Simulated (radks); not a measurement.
Values are calculated unless marked as measured or tabulated.
Initial-state core-level shifts of the nickel ion Ni3+ when its valence configuration changes from [Ar] 3d7. Level of theory: Dirac Kohn-Sham, PBE, spin-unpolarised, spherical densities, finite nucleus; open shells fill j = l - 1/2 first; Fermi nuclear charge, rms radius 3.7757 fm (a radial shooting solver on a logarithmic mesh with Libxc functionals). Shifts are changes of the shell-averaged eigenvalues in eV (positive: less bound); the change of the density at the nucleus, which sets a Mossbauer isomer shift, is in e/bohr^3, on a base of 1.96e+04.

| valence | 1s | 2p | 3s | 3p | density at nucleus |
|---|---|---|---|---|---|
| 3d6 4p1 | -10.772 | -11.808 | -10.032 | -9.779 | +3.754 |
| 3d5 4s2 | -20.133 | -22.431 | -18.167 | -17.669 | +44.128 |
| 3d5 4s1 4p1 | -21.322 | -23.605 | -19.364 | -18.855 | +26.476 |
| 3d6 4s1 | -9.522 | -10.587 | -8.774 | -8.531 | +19.998 |
| 3d5 4p2 | -22.486 | -24.754 | -20.538 | -20.018 | +8.424 |
| 3d4 4s1 4p2 | -33.983 | -37.669 | -30.291 | -29.517 | +33.940 |
| 3d4 4p3 | -35.163 | -38.832 | -31.464 | -30.678 | +13.895 |
| 3d6.5 4s0.5 | -4.619 | -5.130 | -4.299 | -4.181 | +9.497 |
| 3d3.5 4s0.5 4p3 | -41.297 | -45.732 | -36.481 | -35.570 | +27.555 |
